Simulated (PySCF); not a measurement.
Vertical excitations of a molecule FH6NOSi2 from TDDFT-PBE/def2-SVPD (PySCF), as energy in eV (oscillator strength): 5.97 (0.016), 6.39 (0.005), 6.87 (0.016), 7.02 (0.001), 7.14 (0.041), 7.29 (0.004), 7.56 (0.020), 7.59 (0.018), 7.66 (0.009), 7.68 (0.066). Lowest triplet (TDA): 5.72 eV. Geometry optimised at B3LYP-D3(BJ)/def2-SVP. Other conformers were not sampled.

Question: Pick the molecule that these values belong to.
A) O[Si@H](F)N[SiH3]
B) N[Si@@H](O)[SiH2]F
C) N[SiH2]O[SiH2]F
D) N[Si@@H](F)[SiH2]O

Answer: A, O[Si@H](F)N[SiH3]
